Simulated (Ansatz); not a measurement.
In(OH)2(SiH3) (H₅InO₂Si), SMILES [OH][In]([OH])[SiH3].

The structure is a stationary point at PBE0-D3(BJ)/def2-SVP. The structure was generated by enumeration; whether it is a known compound was not checked. The def2 effective core potentials stand for the cores of In; spin–orbit coupling is left out. Other conformers were not sampled.

Two levels are set side by side: PBE/def2-SVPD (Ansatz, an electronic-structure program) and PBE0/def2-SVPD (Ansatz). Energy differences of separate SCF runs at the same geometry; the states with an electron removed or added have multiplicity 2 and 2. Differences are taken from unrounded values.

```
quantity                            PBE0
---------------------------------  -----
vertical ionisation energy (eV)    10.22
vertical singlet–triplet gap (eV)   5.06
```

Problem. What does PBE give, and how far is it from PBE0? (The exact figures need the calculation; the answer reports its results.)

Solution. 
```csv
quantity,PBE,PBE minus PBE0
vertical ionisation energy (eV),9.75,-0.48
vertical singlet–triplet gap (eV),4.63,-0.43
```
